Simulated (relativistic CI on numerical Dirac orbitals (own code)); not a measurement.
Calculated at this level of theory: Dirac-Coulomb-Breit CI, separate exchange-only KLI orbitals for each configuration, QED by a radiative potential, unscaled Slater integrals (own radial code, finite nucleus).

The strongest absorption lines from the ground level of an ion, among the configurations computed and to levels below about 80.9 eV (vacuum wavelength in nm, gf): 15.813 (0.084), 16.174 (0.55), 16.223 (0.38), 17.672 (0.14), 17.792 (0.057), 19.092 (0.4), 19.791 (1), 20.134 (0.27).

(1) Which ion is it?
A. Hg⁹⁺
B. Pb¹¹⁺
C. Pb¹³⁺
D. Pt⁷⁺

## Answers

(1) B. Pb¹¹⁺ has 71 electrons and the ground level 5s²5p⁶5d³ ⁴F3/2; the strongest line goes to 5s²5p⁶5d²6p ⁴F°3/2. The pattern of lines fixes the number of electrons, and along that sequence the line energies rise steadily with the charge (about as its square where n changes within one kind of shell, about linearly where n is kept but much faster in heavy ions where fine structure, which grows about as Z⁴, sets the gap, and irregularly where shells cross), which fixes Z. Configurations outside the model, such as inner-shell arrays, can give stronger lines. At this charge energies of transitions that change n are usually good to better than 1 %, and those within a shell (Δn = 0) to a few per cent. Terms inside the open d or f shell come out 10 to 20 % too wide with unscaled integrals. Levels and lines within the n = 5 or 6 shells can be off by up to 10 % or somewhat more, and those that change n by about 2 %, since core polarisation is missing.

LS names give the leading component of a level, which can be under half, so a name can repeat, a term be missing and a line seem to break the LS rules.
